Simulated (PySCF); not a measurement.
**C4H4BrP3: core ionisation energies**

C₄H₄BrP₃.
Atom-mapped SMILES: `[CH3:1][c:2]1[p:3][cH:4][p:5][c:6]([Br:7])[p:8]1`

Geometry (PBE0-D3(BJ)/def2-SVP, Å), atoms numbered from 1 in this order:
```xyz
12
C4H4BrP3 angstrom
C      2.2081    0.3042    0.3629
C      0.7303    0.0548    0.1486
P      0.2367   -1.6049    0.3409
C     -1.4549   -1.6603   -0.0038
P     -2.6698   -0.5175   -0.4496
C     -1.8187    1.0007   -0.5105
Br    -2.9463    2.4667   -0.9630
P     -0.1707    1.4924   -0.2420
H      2.3999    1.3112    0.7644
H      2.7571    0.2244   -0.5905
H      2.6465   -0.4326    1.0535
H     -1.8648   -2.6762    0.0880
```

Method: delta-SCF UKS SCAN, pcX-2 on the ionised atom, pcseg-1 elsewhere, spin-free X2C (PySCF). These are vertical core ionisation energies against the vacuum level, from separate self-consistent calculations with and without the core hole.

Task: What binding energy does each computed site have?

Result: 
```csv
atom(s),bonded to,level,binding energy (eV),2p1/2 (eV),above the level's lowest (eV),count
P3,2 C (aromatic in the SMILES),P 2p3/2,136.09,136.99,0.00,1
P8,2 C (aromatic in the SMILES),P 2p3/2,136.19,137.08,+0.10,1
P5,2 C (aromatic in the SMILES),P 2p3/2,136.25,137.14,+0.16,1
C4,H and 2 P (aromatic in the SMILES),C 1s,290.18,–,0.00,1
C2,C and 2 P (aromatic in the SMILES),C 1s,290.40,–,+0.22,1
C1,C and 3 H,C 1s,291.02,–,+0.84,1
C6,Br and 2 P (aromatic in the SMILES),C 1s,291.16,–,+0.98,1
P3,2 C (aromatic in the SMILES),P 1s,2149.62,–,0.00,1
P8,2 C (aromatic in the SMILES),P 1s,2149.73,–,+0.11,1
P5,2 C (aromatic in the SMILES),P 1s,2149.78,–,+0.16,1
```

Lowest listed C 1s: C4, bonded to H and 2 P (aromatic in the SMILES). Highest, 0.98 eV above it: C6, bonded to Br and 2 P (aromatic in the SMILES). The widest gap between neighbouring values is 0.62 eV, between 290.40 and 291.02 eV.

The 3 P 1s values lie within 0.16 eV of each other; Gaussian lines of 0.5 eV full width would blend them into one maximum.

The 3 P 2p3/2 values lie within 0.16 eV of each other.

Task: What is the longest wavelength that can ionise P 2p3/2 of P3 vertically?

Result: λ = hc/E = 12398.42 eV Å / 136.09 eV = 91.105 Å.

Spin contamination (⟨S²⟩ against 0.75 for a pure doublet) is marked for C 1s of C6 (0.85), which makes this value less certain. The 2p values aren't plain energy differences: one relaxed spin-free 2p hole is combined with a matrix within the shell (ground-state 2p orbital-energy differences and spin–orbit coupling). 2p3/2, the mean of its two sublevels, lies a third of the splitting below the shell's mean and 2p1/2 two thirds above it; the statistical areas are 2:1. 2p1/2 minus 2p3/2 (ligand field included): P 0.89 eV. No level of bromine is listed. Isolated species at its PBE0-D3(BJ)/def2-SVP geometry, gas phase.
